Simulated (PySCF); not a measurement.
Tc⁺: excitation energy

Tc⁺ [Kr] 4d5 5s1 (7S) → Tc⁺ [Kr] 4d4 5s1 5p1 (high-spin determinant), as a difference of total energies. All numbers are calculated (PySCF 2.14, a scalar-relativistic core potential, in aug-cc-pwCVDZ-PP with ECP28MDF (6s6p5d3f, 70 functions)). Correlated levels: valence: 4s2 4p6 frozen. The calculations carry no spin-orbit coupling.

| method | excitation energy (eV) |
| --- | --- |
| UHF | 8.143 |
| MP2 (valence) | 8.678 |
| SCS-MP2 (valence) | 8.321 |
| CCSD (valence) | 8.664 |
| CCSD(T) (valence) | 8.668 |

Q: How much does correlation contribute at CCSD(T) (valence)?

A: 8.668 − (8.143) = 0.525 eV, measured against UHF.

The determinant of the upper state mixes LS terms, which raises its energy above the lowest term, most at the Hartree-Fock and MP2 levels.
